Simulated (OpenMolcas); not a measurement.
**Multiplet structure of Zr2+**

| Property | Result |
| --- | --- |
| Program | OpenMolcas 26.06 |
| Method | CASSCF |
| Basis | ANO-RCC-VTZP [7s6p4d2f1g] |
| Scalar Hamiltonian | DKH2, point nucleus |
| Active space | 2 electrons in 6 orbitals (4d 5s) |
| State averaging | 2S+1 = 3 even, 15 roots; 2S+1 = 1 even, 21 roots kept (CI in the orbitals of an earlier block) |
| Spin-orbit coupling | state interaction with AMFI integrals over the reference wave functions, term energies averaged over their components |

With spin-orbit coupling, above the lowest level:

```json
{"Configuration": "4d2", "Term": "3F", "J": "2", "E (cm-1)": "0.0", "Measured (cm-1)": "0.0", "g": "0.668", "Term weight %": "99", "Second": ""}
{"Configuration": "4d2", "Term": "3F", "J": "3", "E (cm-1)": "685", "Measured (cm-1)": "681", "g": "1.084", "Term weight %": "100", "Second": ""}
{"Configuration": "4d2", "Term": "3F", "J": "4", "E (cm-1)": "1512", "Measured (cm-1)": "1486", "g": "1.250", "Term weight %": "100", "Second": ""}
{"Configuration": "4d2", "Term": "1D", "J": "2", "E (cm-1)": "7238", "Measured (cm-1)": "5742", "g": "1.009", "Term weight %": "97", "Second": "2 3P"}
{"Configuration": "4d2", "Term": "3P", "J": "0", "E (cm-1)": "10341", "Measured (cm-1)": "8062", "g": "", "Term weight %": "100", "Second": ""}
{"Configuration": "4d2", "Term": "3P", "J": "1", "E (cm-1)": "10599", "Measured (cm-1)": "8326", "g": "1.501", "Term weight %": "100", "Second": ""}
{"Configuration": "4d2", "Term": "3P", "J": "2", "E (cm-1)": "11105", "Measured (cm-1)": "8838", "g": "1.490", "Term weight %": "98", "Second": "2 1D"}
{"Configuration": "4d2", "Term": "1G", "J": "4", "E (cm-1)": "14087", "Measured (cm-1)": "11049", "g": "1.000", "Term weight %": "100", "Second": ""}
{"Configuration": "4d 5s", "Term": "3D", "J": "1", "E (cm-1)": "18979", "Measured (cm-1)": "18399", "g": "0.499", "Term weight %": "100", "Second": ""}
{"Configuration": "4d 5s", "Term": "3D", "J": "2", "E (cm-1)": "19376", "Measured (cm-1)": "18803", "g": "1.167", "Term weight %": "100", "Second": ""}
{"Configuration": "4d 5s", "Term": "3D", "J": "3", "E (cm-1)": "20030", "Measured (cm-1)": "", "g": "1.334", "Term weight %": "100", "Second": ""}
{"Configuration": "4d 5s", "Term": "1D", "J": "2", "E (cm-1)": "28838", "Measured (cm-1)": "25066", "g": "1.000", "Term weight %": "100", "Second": ""}
{"Configuration": "4d2", "Term": "1S", "J": "0", "E (cm-1)": "31143", "Measured (cm-1)": "23979", "g": "", "Term weight %": "100", "Second": ""}
{"Configuration": "5s2", "Term": "1S", "J": "0", "E (cm-1)": "56667", "Measured (cm-1)": "48507", "g": "", "Term weight %": "100", "Second": ""}
```

Against the 12 measured excited levels shown (Moore, Atomic Energy Levels, vol. II, NSRDS-NBS 35 (1971 reprint of NBS Circular 467, 1952); NIST levels as listed in Rynkun, Gaigalas and Jonsson, Astron. Astrophys. 637, A10 (2020)) the mean absolute deviation is 2600 cm-1; the largest miss in energy is 5s2 1S0: computed 56667, measured 48507 cm-1 (+16.8 %), and the largest in proportion 4d2 1S0 (+29.9 %).

Spin-orbit coupling puts the lowest level 895 cm-1 below the lowest spin-free term.

For 3F the intervals divided by the larger J are 228.3, 206.7 cm-1. Landé's interval rule makes them equal in pure LS coupling; they differ by 10 % of their mean. The multiplet is regular.

Without dynamic correlation excited terms often stand tens of per cent too high (terms of higher spin than the ground term too low), and those without a measured partner can miss by more than the paired ones. Terms from blocks run as CI alone lack orbitals of their own. A single d shell beside an s shell can misplace configurations of different d count against each other. Measured partners are found by configuration, term and J. A level has none where our copy of the source lacks it or the pairing is in doubt (some pairs that miss far off the trend of their configuration count as doubtful), and it then counts in no deviation. Only configurations of the active space appear.

The term weight is that of the spin-free term in the level, not the purity of its configuration.
